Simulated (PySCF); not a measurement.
## Working out the ionisation energy of Sb

Sb [Kr] 4d10 5s2 5p3 (4S) → Sb⁺ [Kr] 4d10 5s2 5p2 (3P). All numbers are calculated (PySCF 2.14, scalar relativity through the core potential, in cc-pVTZ-PP with ECP28MDF). Frozen: 4s2 4p6 4d10. Energies in hartree (1 hartree = 27.21139 eV):

```csv
part,Sb (lower),Sb⁺ (upper)
UHF,-239.277759,-238.961838
CCSD correlation,-0.073059,-0.058853
(T),-0.002439,-0.001401
```

Problem. What does Hartree-Fock give?

Solution. (-238.961838) − (-239.277759) = 0.315921 hartree = 8.597 eV.

Problem. What do CCSD and CCSD(T) give?

Solution. The CCSD correlation energies differ by 0.014206 hartree = 0.387 eV and the triples by 0.001038 hartree = 0.028 eV, so CCSD gives 8.984 eV and CCSD(T) 9.012 eV.

Measured between the centres of the two terms (NIST): 9.124 eV, so CCSD(T) (valence) is off by -0.112 eV.

What remains against the reference includes basis incompleteness, the frozen core and higher excitations.
